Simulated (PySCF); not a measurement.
H₂Mo, neutral, multiplicity 5. Atoms are numbered in the order given.

```xyz
3

Mo     0.0000     0.0000    -0.0449
H      0.0000     1.3924     0.9423
H      0.0000    -1.3924     0.9423
```
Charge 0, spin multiplicity 5.

Geometry optimised at r2SCAN-D4/def2-TZVPD. The spin state was assumed, not searched. The def2 effective core potentials stand for the cores of Mo; spin–orbit coupling is left out.

These are ωB97X/def2-TZVPD (PySCF) values and carry that method's errors.

Gas-phase values at a fixed geometry.

The total energy is -69.26454 hartree, the point group is C2v and the α spin, highest occupied and lowest empty level is -8.02 and 0.09 eV. The β spin, highest occupied and lowest empty level comes out as -10.36 and -0.83 eV and the dipole moment is 3.38 D. The quadrupole, principal values (traceless, Buckingham form, about the centre of nuclear charge) is -3.06, 1.03, 2.03 D·Å, the mean static polarisability is 56.5 bohr³ (8.38 Å³) and the polarisability, principal values is 56.2, 56.2, 57.2 bohr³. The ⟨S²⟩ comes out as 6.021 (pure state 6.00).
